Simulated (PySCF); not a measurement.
## Relaxation of triplet OI₂

All numbers come from UPBE0 in PySCF with O def2-SVP, I def2-SVP with ECP28; scalar-relativistic core potentials, no spin–orbit coupling; density-fitted integrals. A (50,194) grid was used.

A hand-made linear start, of D∞h symmetry, held to at least that symmetry:

```xyz
3
charge 0 multiplicity 3, angstrom
O     0.0000    0.0000    0.0000
I     0.0000    0.0000    1.9600
I     0.0000    0.0000   -1.9600
```

Question: What does it relax to?

Answer: It ends at D∞h with O–I 2.090 Å (×2); I–O–I 180.0°. A frequency run shows 2 imaginary modes, down to 241i cm⁻¹, so it is a higher-order saddle point.

Question: How much energy is released, and in how many steps?

Answer: 27.3 kJ/mol in 4 steps.

At this level a singlet minimum of C2v symmetry lies 116 kJ/mol below this structure. Spin–orbit coupling, left out here, can matter for elements this heavy.
